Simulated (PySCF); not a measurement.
(1E)-1-bromobuta-1,3-diene (C4H5Br), SMILES C=C/C=C/Br.

The structure is a stationary point at B3LYP-D3(BJ)/def2-SVP. The values are those of a single conformer.

These are PySCF with SMD-B3LYP/6-31G* values and carry that method's errors.

Solvation free energies are E(SMD) − E(gas) at the gas-phase geometry, for 1 M in both phases. Bromine has the revised SMD18 radius of 2.60 Å. In vacuum the dipole moment is 1.62 D.

### Question
Rank water, chloroform, tetrahydrofuran by solvation free energy, most negative first.

### Answer
chloroform (-5.3 kcal/mol), tetrahydrofuran (-4.6 kcal/mol), water (-0.8 kcal/mol)
